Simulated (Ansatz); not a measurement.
Job for Ansatz (an electronic-structure program): R-CCSD(T)/cc-pV(T+d)Z on disilazane (SMILES [SiH3]N[SiH3]), a point of a torsion scan. Files ending in .json are basis or fitting sets from the Basis Set Exchange.

Ansatz 0.2 input:
```yaml
crystal:
  periodic: [false, false, false]
  atoms:
    - {symbol: Si, position_ang: [1.55848230, 0.22862604, 0.26429863]}
    - {symbol: N, position_ang: [0.13603129, -0.29334676, -0.57392727]}
    - {symbol: Si, position_ang: [-1.41515032, -0.85434549, -0.04722362]}
    - {symbol: H, position_ang: [2.67871699, -0.64497484, -0.10514606]}
    - {symbol: H, position_ang: [1.86623559, 1.60871952, -0.13017590]}
    - {symbol: H, position_ang: [1.26423726, 0.13809450, 1.68978145]}
    - {symbol: H, position_ang: [0.22734248, -0.25520269, -1.57781491]}
    - {symbol: H, position_ang: [-1.65626836, -2.18371194, -0.62067672]}
    - {symbol: H, position_ang: [-2.45027456, 0.07418574, -0.51797259]}
    - {symbol: H, position_ang: [-1.37285006, -0.90310360, 1.40956507]}
basis:
  gaussian:
    orbitals: cc-pV_T+d_Z.json
magnetization: {spin_polarized: false}
correlation: {method: ccsd_t, electrons: outside_noble_gas}
scf: {lower_state_search: off}
```

It printed:

```
WARN ansatz: RAYON_NUM_THREADS=1 ignored (pool sized by the plan → 1); use --threads N
Functional definition: HF
these checks for a lower state are left out or cut short: stability, starts, cluster_reference, orbital_swaps, neighbouring_geometries, increment
integrals: 0.89 GiB planned
1177 factors; integrals over basis functions are off by at most 9.1e-4 eV
mean field: 0.59 GiB planned
mean field evaluation 1: about -17316.5948 eV, gradient 3.5e1 eV
mean field evaluation 2: about -17316.7531 eV, gradient 3.5e1 eV
mean field evaluation 4: about -17319.7276 eV, gradient 3.5e0 eV
mean field evaluation 8: about -17319.7746 eV, gradient 8.6e-2 eV
mean field -17319.77466897 eV, -636.4899793196 hartree, gradient 2.3e-6 eV, S^2 0.000000; 0 other end points of the search recorded, 0 dependent functions left out
11 core orbitals not correlated
reference -17319.77466897 eV, -636.4899793196 hartree; 10, 10 occupied and 185, 185 virtual orbitals, 1177 factors
second order -12.83029019 eV of doubles, -0.00000000 eV of singles
coupled cluster: 1.11 GiB planned
cycle   1  -13.66973136 eV  change   -8.4e-1 eV  update   8.1e-2
cycle   2  -14.10719093 eV  change   -4.4e-1 eV  update   2.5e-2
cycle   3  -14.15566916 eV  change   -4.8e-2 eV  update   9.2e-3
cycle   4  -14.14968230 eV  change    6.0e-3 eV  update   2.4e-3
cycle   5  -14.14991787 eV  change   -2.4e-4 eV  update   8.5e-4
cycle   6  -14.14974579 eV  change    1.7e-4 eV  update   2.1e-4
cycle   7  -14.14970387 eV  change    4.2e-5 eV  update   5.6e-5
cycle   8  -14.14972314 eV  change   -1.9e-5 eV  update   2.0e-5
perturbative correction -0.46642110 eV, -0.0171406593 hartree
Total energy: -17334.39081320 eV, -637.0271127131 hartree
Checks for a lower state left out: stability, starts, cluster_reference, orbital_swaps, neighbouring_geometries, increment
```

The run converged.

Cost: around 2.8 core-minutes (rough).
